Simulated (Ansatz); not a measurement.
Gas-phase electronic energies from Ansatz, PBE0-D4/def2-TZVP geometries. CCSD(T)/CBS is the MP2 limit (def2-TZVPP, def2-QZVPP) plus CCSD(T) − MP2 in def2-TZVPP, frozen cores. This one scheme is used for every species, atoms too. DFT in def2-TZVPP. B3LYP here is the variant with VWN-RPA as its local correlation; programs differ in this. HSE06 is defined as in plane-wave codes. Open shells (•) are unrestricted, without spin–orbit coupling. Spin–orbit coupling would lower the free atoms: a little for C, F, O. Each species was taken in one conformer, which may not be the lowest.

Consider the atomization: `FC(F)C1(F)OC1(F)F` → 3 C• + 5 F• + H• + O•.

| level | ΔE (kJ/mol) | difference from CCSD(T)/CBS |
| --- | --- | --- |
| LDA (SPW92) | 5244.9 | 1045.7 |
| PBE-D4 | 4473.6 | 274.4 |
| BLYP-D4 | 4247.1 | 47.9 |
| B97M-V | 4217.4 | 18.2 |
| PBE0-D4 | 4264.1 | 64.9 |
| B3LYP-D4 | 4171.4 | -27.8 |
| r2SCAN0-D4 | 4093.4 | -105.8 |
| HSE06-D4 | 4270.1 | 70.9 |
| BHLYP-D4 | 3901.9 | -297.3 |
| CAM-B3LYP-D4 | 4238.8 | 39.6 |
| ωB97X-V | 4241.3 | 42.1 |
| ωB97M-V | 4237.2 | 38.0 |
| B2PLYP | 4151.4 | -47.8 |
| PBE-QIDH | 4192.9 | -6.3 |
| PBE | 4453.1 | 253.9 |
| revPBE | 4203.7 | 4.5 |
| BLYP | 4201.0 | 1.8 |
| r2SCAN | 4255.9 | 56.7 |
| PBE0 | 4247.0 | 47.8 |
| B3LYP | 4138.9 | -60.3 |
| r2SCAN0 | 4087.5 | -111.7 |
| HSE06 | 4254.4 | 55.2 |
| BHLYP | 3880.0 | -319.2 |
| CAM-B3LYP | 4221.8 | 22.6 |
| LC-ωPBE | 4284.5 | 85.3 |
| HF/def2-SVP | 2788.8 | -1410.4 |
| MP2/def2-SVP | 4195.1 | -4.1 |
| CCSD/def2-SVP | 3921.4 | -277.8 |
| CCSD(T)/def2-SVP | 3992.0 | -207.2 |
| HF/def2-TZVPP | 2721.2 | -1478.0 |
| MP2/def2-TZVPP | 4303.7 | 104.5 |
| SCS-MP2/def2-TZVPP | 4162.9 | -36.3 |
| CCSD/def2-TZVPP | 3959.9 | -239.3 |
| CCSD(T)/def2-TZVPP | 4071.0 | -128.2 |
| HF/def2-QZVPP | 2727.3 | -1471.9 |
| MP2/def2-QZVPP | 4379.5 | 180.3 |
| SCS-MP2/def2-QZVPP | 4243.8 | 44.6 |
| HF/CBS(def2) | 2728.2 | -1471.0 |
| MP2/CBS(def2) | 4431.9 | 232.7 |
| CCSD/CBS(def2) | 4088.1 | -111.1 |
| CCSD(T)/CBS | 4199.2 | 0 |

Q: What do rigid-rotor, harmonic-oscillator terms from PBE0-D4/def2-TZVP frequencies (298.15 K, 1 bar) make of the CCSD(T)/CBS value? (Best estimate.)

A: Ansatz gave: ΔZPE = -125.5 kJ/mol, ΔH = +4113.1 kJ/mol, ΔS = 1184 J/(mol·K), ΔG = +3760.2 kJ/mol. Open shells count their whole term as degenerate.

Largest T1 diagnostic among the species: 0.013.

From BLYP to BHLYP (50 % exact exchange), in def2-TZVPP and without D4, ΔE moves by −321.1 kJ/mol: exact exchange takes away binding that semilocal exchange gives to molecules. At CCSD(T), def2-SVP lies −207.2 kJ/mol from the extrapolated value and def2-TZVPP −128.2 kJ/mol: correlation converges slowly with the basis, and small sets miss more of it in the bonded molecule than in its fragments. In def2-TZVPP, CCSD(T) changes the Hartree–Fock value by +1349.8 kJ/mol (the triples alone add +111.1 kJ/mol) and MP2 by +1582.5 kJ/mol; breaking electron pairs costs correlation energy, which Hartree–Fock lacks.

For atomizations the MP2-based limit and the directly extrapolated one differ by several kJ/mol either way, and by 10 to 25 for some Ge, Se and Sn compounds, so smaller differences from it don't rank the levels.
